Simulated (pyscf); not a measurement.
PySCF, gas phase, ωB97X-D3(BJ)/def2-SVP geometries. Correlated levels are frozen-core, on RHF or UHF. ΔMP2 is the change of the MP2 total energy from the triple- to the quadruple-zeta basis.

Q: H₃C–SiH₂• (SMILES C[SiH2]) → •H₂C–SiH₃ (SMILES [CH2][SiH3])
Surface: doublet. Broken: C–H. Formed: H–Si. Give ΔE‡ and ΔE from CCSD/def2-TZVPP, relative to the reactant's lowest minimum found.

A: ΔE‡ = 51.4 kcal/mol, ΔE = +10.3 kcal/mol. CCSD(T)/def2-TZVPP + ΔMP2(QZVPP) gives 49.6 kcal/mol and +11.1 kcal/mol. Zero-point energy shifts the barrier by -4.0 kcal/mol. It is a hydrogen shift, with an imaginary mode of 1858i cm⁻¹. This is the saddle that the search found; another between the same sides may lie lower. The CCSD(T) − MP2 part came from Ansatz, without density fitting, on the same reference.
